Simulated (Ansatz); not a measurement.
Consider the formal exchange of groups at the Si–Si bond: `CB[SiH2][SiH2][AlH2]` + `[SiH3]Cl` → `CB[SiH2][SiH2]Cl` + `[AlH2][SiH3]`.

Program: Ansatz. Geometries: PBE0-D4/def2-TZVP. ΔE: electronic, gas phase. CBS: MP2 limit from def2 TZ/QZ plus the TZ coupled-cluster correction, frozen cores. This one scheme is used for every species. DFT in def2-TZVPP. B3LYP here is the variant with VWN-RPA as its local correlation; programs differ in this. One conformer a species, not always the lowest.

`CB[SiH2][SiH2][AlH2]`:

```xyz
15

C    -1.219   -0.734    1.068
B    -1.149    0.825    0.986
Si    0.607    1.677    0.538
Si    1.117    0.617   -1.499
Al    0.609   -1.743   -1.071
H    -0.249   -1.255    1.135
H    -1.770   -1.085    0.181
H    -1.823   -1.091    1.909
H    -2.179    1.430    1.082
H     0.665    3.163    0.495
H     1.631    1.178    1.507
H     2.546    0.867   -1.849
H     0.272    1.207   -2.578
H     1.573   -2.596   -0.138
H    -0.631   -2.457   -1.764
```

`[SiH3]Cl`:

Cartesian coordinates in Å:
```
Si 0.111 -0.048 -0.043
Cl -1.661 0.725 0.651
H 0.600 0.812 -1.144
H -0.136 -1.423 -0.534
H 1.086 -0.065 1.071
```

`CB[SiH2][SiH2]Cl`:

```xyz
13

C    -1.397    1.293    1.059
B    -0.205    0.334    1.296
Si    0.089   -1.327    0.204
Si    1.376   -0.607   -1.620
Cl    0.440    1.027   -2.484
H    -2.293    0.848    0.625
H    -1.003    1.990    0.295
H    -1.657    1.914    1.919
H     0.664    0.652    2.061
H     0.886   -2.389    0.884
H    -1.149   -1.938   -0.356
H     1.519   -1.638   -2.680
H     2.730   -0.161   -1.203
```

`[AlH2][SiH3]`:

Cartesian coordinates in Å:
```
Al 0.760 1.130 0.358
Si -0.565 -0.850 -0.243
H 1.237 1.389 1.851
H 1.152 2.182 -0.767
H -1.869 -0.445 -0.845
H 0.147 -1.668 -1.268
H -0.861 -1.738 0.915
```

| level | ΔE (eV) |
| --- | --- |
| r2SCAN-D4 | 0.13 |
| B3LYP-D4 | 0.07 |
| r2SCAN | 0.13 |
| B3LYP | 0.00 |

What does CCSD(T)/CBS give? (An estimate is asked.)

Ansatz gave: +0.13 eV. The listed levels differ from it by 0.00, -0.06, 0.00, -0.13 eV.

Largest T1 diagnostic among the species: 0.014.

In def2-TZVPP, CCSD(T) changes the Hartree–Fock value by +0.18 eV (the triples alone add +0.03 eV) and MP2 by +0.20 eV. The D4 term adds +0.07 eV with B3LYP and +0.04 eV with PBE0; it sums over pairs of atoms, weighted by their polarisabilities, and B3LYP, whose exchange is more repulsive, gets the larger term.
